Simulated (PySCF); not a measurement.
Isomers of C6H11B, from PySCF 2.14.0, PBE0-D3(BJ)/def2-SVP geometry optimisation, gas phase. One conformer each, no zero-point energy, no frequencies.

Problem. Which isomer lies lowest at this level?
A. `[CH2:1]=[CH:2][BH:3][CH:4]1[CH2:5][CH2:6][CH2:7]1` with C1–C2–B3–C4 178°, C2–B3–C4–C5 134°, B3–C4–C5–C6 -145°, C4–C5–C6–C7 17°, C5–C6–C7–C4 -17°, B3–C4–C7–C6 143°: A = 7595, B = 1261, C = 1146 MHz, dipole 0.67 D
B. `[CH2:1]=[CH:2]/[CH:3]=[CH:4]/[B:5]([CH3:6])[CH3:7]` with C1–C2–C3–C4 180°: A = 6470, B = 1082, C = 937.6 MHz, dipole 0.89 D
C. `[BH2:1]/[C:2](=[CH:3]\[CH3:4])[C:5](=[CH2:6])[CH3:7]` with B1–C2–C5–C6 5°: A = 4277, B = 1859, C = 1318 MHz, dipole 1.81 D
D. `[CH2:1]=[CH:2][B:3]1[CH2:4][CH2:5][CH2:6][CH2:7]1` with C1–C2–B3–C4 -5°, C2–B3–C4–C5 167°, B3–C4–C5–C6 31°, C4–C5–C6–C7 -39°, C5–C6–C7–B3 30°: A = 5719, B = 1686, C = 1362 MHz, dipole 0.62 D
E. `[BH2:1][C@:2]12[CH2:3][CH2:4][C@H:5]1[CH2:6][CH2:7]2` with H–B1–C2–C3 171° and -4°: A = 3714, B = 3082, C = 2663 MHz, dipole 2.02 D
F. `[CH2:1]=[C:2]=[CH:3][CH2:4][B:5]([CH3:6])[CH3:7]` with C2–C3–C4–B5 -116°, C3–C4–B5–C6 178°: A = 5494, B = 1154, C = 1053 MHz, dipole 0.72 D

Solution. D. That is `C=CB1CCCC1`, 9.9 kcal/mol below the next.

```
            SMILES                                         mapped SMILES      E (Eh)  relative (kcal/mol)  relative (kJ/mol)  dipole (D)
        C=CB1CCCC1     [CH2:1]=[CH:2][B:3]1[CH2:4][CH2:5][CH2:6][CH2:7]1  -259.60076                  0.0                0.0        0.62
     C=C/C=C/B(C)C    [CH2:1]=[CH:2]/[CH:3]=[CH:4]/[B:5]([CH3:6])[CH3:7]  -259.58504                  9.9               41.3        0.89
       C=C=CCB(C)C      [CH2:1]=[C:2]=[CH:3][CH2:4][B:5]([CH3:6])[CH3:7]  -259.55798                 26.8              112.3        0.72
        C=CBC1CCC1     [CH2:1]=[CH:2][BH:3][CH:4]1[CH2:5][CH2:6][CH2:7]1  -259.55015                 31.8              132.9        0.67
   B/C(=C\C)C(=C)C  [BH2:1]/[C:2](=[CH:3]\[CH3:4])[C:5](=[CH2:6])[CH3:7]  -259.54769                 33.3              139.3        1.81
B[C@]12CC[C@H]1CC2  [BH2:1][C@:2]12[CH2:3][CH2:4][C@H:5]1[CH2:6][CH2:7]2  -259.53888                 38.8              162.5        2.02
```

As drawn, the lowest has a C=C bond outside aromatic rings, which the highest lacks; the highest has a four-membered ring, which the lowest lacks.
